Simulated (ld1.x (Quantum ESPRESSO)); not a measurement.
Transferability test, PAW potential for N (Z = 7)

```json
{
 "Element": "N",
 "Generator": "ld1.x (Quantum ESPRESSO) 7.5",
 "Type": "PAW",
 "Functional": "PBE",
 "Relativity": "scalar-relativistic",
 "Frozen core": "[He]",
 "Valence charge": "5",
 "Reference configuration": "2s1 2p4",
 "Partial waves": "2s (bound): rcut 0.55, rcutus 0.80 bohr; 2s channel at 2.85 Ry: rcut 0.55, rcutus 0.80 bohr; 2p (bound): rcut 1.70, rcutus 1.85 bohr; 2p channel at -0.15 Ry: rcut 1.70, rcutus 1.85 bohr; 3d channel at 0.4 Ry: rc 1.65 bohr",
 "Local potential": "the d channel",
 "Core correction": "a·sin(br)/r model core inside 0.40 bohr",
 "Augmentation charge": "BESSEL, radius 0.45 bohr"
}
```

Energies are relative to the spin-unpolarised reference configuration 2s1 2p4; without spin polarisation the order of configurations can differ from experiment. Not all tests gave a result: test run stopped at test 6 of 7 (negative rho).

| valence configuration | charge | ΔE all-electron (eV) | error AE − PS (meV) |
| --- | --- | --- | --- |
| 2s2 2p3 | 0 | -11.508 | +2.1 |
| 2s2 2p2 | +1 | 2.084 | +2.0 |
| 2s2 2p2.5 | +0.5 | -6.414 | +2.1 |

(1) What are ΔE and the potential's error for 2s2 2p3.3?

(2) What are ΔE and the potential's error for 2s2 2p1?

Levels in the configuration 2s2 2p3.3:

```
level  all-electron (eV)  pseudo (eV)
   2s            -15.124      -15.128
   2p             -3.772       -3.772
```

Results:

(1) ΔE = -13.127 eV all-electron; the error (AE − PS) is +2.2 meV.

(2) ΔE = 30.938 eV all-electron; the error (AE − PS) is +0.1 meV.
